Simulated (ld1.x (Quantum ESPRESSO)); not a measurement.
## What the settings do to the TM potential of Pb

Base potential:

```json
{
  "Element": "Pb (Z = 82)",
  "Generator": "ld1.x (Quantum ESPRESSO) 7.5",
  "Type": "norm-conserving Troullier–Martins (Kleinman–Bylander form)",
  "Functional": "PBE",
  "Relativity": "scalar-relativistic",
  "Frozen core": "[Xe] 4f14",
  "Valence charge": "14",
  "Reference configuration": "5d10 6s2 6p2",
  "Partial waves": "6p (bound): rc 2.00 bohr; 5d (bound): rc 1.90 bohr; 6s (bound): rc 1.95 bohr",
  "Local potential": "the s channel",
  "Core correction": "none"
}
```

Cutoffs, loose and tight: the cutoffs (Ry, on a coarse ladder) from which the occupation-weighted sum of valence levels, in a spherical-Bessel basis at the reference potential, stays within 10 and 1 mRy of its value at 400 Ry. They do not see the model core or the augmentation charge, which bear on the density cutoff. Test errors are all-electron minus pseudo excitation energies from the reference, over the configurations 5d10 6s2 6p1; 5d10 6s2 6p0; 5d10 6s1 6p0; 5d10 6s1 6p2; 5d10 6s0 6p0; 5d10 6s2 6p2.3; 5d10 6s0 6p4. A dash means not determined; rows that change the core or the reference have their own tests.

```tsv
change	outcome	cutoff, loose	cutoff, tight	bound ghosts	largest test error (meV)
base	generated	50 Ry	90 Ry	none	+38
core correction a·sin(br)/r model core inside 0.80 bohr	generated	50 Ry	90 Ry	none	-128
core correction a·sin(br)/r model core inside 1.06 bohr	generated	50 Ry	90 Ry	none	-127
core correction a·sin(br)/r model core inside 1.16 bohr	generated	50 Ry	90 Ry	none	-127
core correction a·sin(br)/r model core inside 1.42 bohr	generated	50 Ry	90 Ry	none	-124
core correction a·sin(br)/r model core inside 1.68 bohr	generated	50 Ry	90 Ry	none	-112
```

What comes out with this change to the base: core correction a·sin(br)/r model core inside 1.80 bohr?

outcome: generated; cutoff, loose: 50 Ry; cutoff, tight: 90 Ry; bound ghosts: none; largest test error (meV): -100.

What comes out with this change to the base: core correction a·sin(br)/r model core inside 2.06 bohr?

outcome: generated; cutoff, loose: 50 Ry; cutoff, tight: 90 Ry; bound ghosts: none; largest test error (meV): -56.

What comes out with this change to the base: core correction a·sin(br)/r model core inside 2.26 bohr?

outcome: generated; cutoff, loose: 50 Ry; cutoff, tight: 90 Ry; bound ghosts: none; largest test error (meV): -23.
